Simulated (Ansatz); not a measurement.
Species: sum formula H6SiNO3 (charge +1, singlet). It need not be the lowest isomer of its formula. 
Structure (B3LYP-D3(BJ)/def2-TZVP (Ansatz, a program for electronic structure) minimum search):
```xyz
11

N      1.6628     0.2356    -0.1031
Si    -0.1908    -0.0270     0.0118
O     -0.3159    -0.7105     1.4542
O     -0.4458    -0.9778    -1.2508
O     -0.7230     1.4779    -0.1113
H      2.1773    -0.5824     0.2306
H      1.9621     1.0360     0.4582
H      1.9562     0.4101    -1.0669
H     -0.8951    -0.4112     2.1617
H     -0.9052    -1.8227    -1.2254
H     -1.3859     1.7825    -0.7387
```
Charge +1, spin multiplicity 1.

Parts of the frozen-core correlation energy in cc-pwCVTZ (Ansatz, hartree). Frozen orbitals: 9; correlated occupied orbitals by spin: 16 and 16; virtual: 290 and 290. No spin-orbit coupling. No relativistic terms.

| term | value |
|---|---|
| reference (HF) | -571.59822 |
| MP2 opposite-spin | -0.80167 |
| MP2 same-spin | -0.26722 |
| CCSD correlation | -1.08555 |
| (T) | -0.03832 |
| T1 diagnostic | 0.010 |
| largest doubles amplitude | 0.021 |
